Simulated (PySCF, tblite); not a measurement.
C₆H₉NO₂S.
Z-matrix (Å and degrees, GFN2-xTB geometry), rows numbered from 1:
```
C 
C   1  1.4827
N   2  1.2600  1  121.12
C   3  1.3729  2  124.70  1   175.20
C   4  1.3431  3  125.35  2   -50.15
C   5  1.4784  4  117.42  3  -169.34
S   6  1.8375  5  100.93  4    20.35
O   7  1.4372  6  111.30  5  -141.90
O   7  1.4332  6  110.18  5    85.97
C   4  1.4877  3  117.40  2   140.04
H   1  1.0856  2  110.31  3    -2.13
H   1  1.0893  2  109.99  3   119.05
H   1  1.0894  2  109.54  3  -122.98
H   2  1.0979  1  116.38  3  -179.02
H   5  1.0783  4  121.87  3     3.52
H   6  1.0861  5  113.77  4   139.54
H   6  1.0882  5  114.32  4   -92.29
H  10  1.0867  4  113.78  3   -97.53
H  10  1.0850  4  112.52  3    29.80
```

Method used: PBE0/pcSseg-1 in PySCF (dipole) on a GFN2-xTB geometry, gas phase.

Take the most abundant isotopes and a rigid rotor. The values belong to one conformer with, in the numbering `[CH3:1]/[CH:2]=[N:3]/[C:4]1=[CH:5][CH2:6][S:7](=[O:8])(=[O:9])[CH2:10]1`, C2–N3–C4–C5 -50°, C4–C5–C6–S7 20°, C5–C6–S7–O8 -142°, C6–S7–C10–C4 28°, N3–C4–C10–S7 150°.

**Question.** What are A, B and C (cm⁻¹)?

**Answer.** Ia = 149.11, Ib = 870.39, Ic = 904.94 u·Å²; 505379 MHz·u·Å²/I gives 3389, 580.6 and 558.5 MHz, that is A = 0.11306, B = 0.01937, C = 0.01863 cm⁻¹.

**Question.** What kind of rotor is it?

**Answer.** A near-prolate asymmetric top; Ray's κ = -0.984.

**Question.** Is it planar, by Δ = Ic − Ia − Ib?

**Answer.** Not planar: Δ = Ic − Ia − Ib = -114.56 u·Å². For a rigid frame Δ = −2 Σ m c², so Σ m c² = 57.28 u·Å² lies off the ab plane: 7.28 from hydrogen and 50.00 from heavier atoms. The atom farthest from that plane is 1.71 Å away.

**Question.** Give the coordinates in the principal-axis frame, origin at the centre of mass.

**Answer.** The sense of each axis is arbitrary; atoms in the order of the calculation.
```csv
atom,mass (u),a (Å),b (Å),c (Å)
C1,12.000,4.447,0.350,-0.182
C2,12.000,3.128,-0.186,0.229
N3,14.003,2.059,0.409,-0.075
C4,12.000,0.798,-0.067,0.185
C5,12.000,0.356,-1.300,-0.116
C6,12.000,-1.094,-1.554,0.019
S7,31.972,-1.755,0.160,-0.041
O8,15.995,-2.856,0.326,0.868
O9,15.995,-1.953,0.567,-1.400
C10,12.000,-0.225,0.914,0.635
H11,1.008,4.320,1.250,-0.775
H12,1.008,5.049,0.572,0.699
H13,1.008,4.981,-0.401,-0.763
H14,1.008,3.140,-1.111,0.821
H15,1.008,1.002,-2.046,-0.549
H16,1.008,-1.508,-2.162,-0.780
H17,1.008,-1.393,-1.946,0.989
H18,1.008,-0.360,0.943,1.713
H19,1.008,-0.050,1.909,0.239
```

**Question.** Which lines would a microwave search look for?

**Answer.** The dipole components are |μa| = 5.66 D, |μb| = 2.66 D, |μc| = 1.81 D. Intensities carry the squares of the components, which stand as 1.00 : 0.22 : 0.10 (a : b : c). Some lines, for components of 0.1 D or more:

| type | branch | J(Ka,Kc) | MHz | lower level (cm⁻¹) |
| --- | --- | --- | --- | --- |
| a | R | 1(0,1) ← 0(0,0) | 1139 | 0.000 |
| a | R | 2(1,2) ← 1(1,1) | 2256 | 0.132 |
| a | R | 2(0,2) ← 1(0,1) | 2278 | 0.038 |
| a | R | 2(1,1) ← 1(1,0) | 2300 | 0.132 |
| c | Q | 2(1,2) ← 2(0,2) | 2787 | 0.114 |
| c | Q | 1(1,1) ← 1(0,1) | 2809 | 0.038 |
| b | Q | 1(1,0) ← 1(0,1) | 2831 | 0.038 |
| b | Q | 2(1,1) ← 2(0,2) | 2853 | 0.114 |
| b | R | 1(1,1) ← 0(0,0) | 3948 | 0.000 |
| c | R | 1(1,0) ← 0(0,0) | 3970 | 0.000 |
| b | R | 2(1,2) ← 1(0,1) | 5065 | 0.038 |
| c | R | 2(1,1) ← 1(0,1) | 5131 | 0.038 |
| c | Q | 2(2,1) ← 2(1,1) | 8426 | 0.209 |
| b | Q | 2(2,0) ← 2(1,1) | 8426 | 0.209 |
| b | Q | 2(2,1) ← 2(1,2) | 8493 | 0.207 |
| b | R | 2(2,1) ← 1(1,0) | 10726 | 0.132 |
| c | R | 2(2,0) ← 1(1,0) | 10727 | 0.132 |
| c | R | 2(2,1) ← 1(1,1) | 10749 | 0.132 |
| b | R | 2(2,0) ← 1(1,1) | 10749 | 0.132 |

Its GFN2-xTB frequencies are all real (lowest 40 cm⁻¹). Constants of a rigid frame at the computed geometry: no zero-point averaging, no centrifugal distortion. A rigid rotor knows nothing of internal rotation, which can split or shift real lines. Quadrupole hyperfine structure (14N) is left out.

The run took 57 s of wall time (with the writing of density and orbital grids) on Intel Xeon Platinum 8375C at 2.90 GHz, one thread, no GPU, on a shared host, and the process peaked at 1.0 GiB of memory. This is the PBE0/pcSseg-1 job that gave the dipole, with the shieldings it also computed.
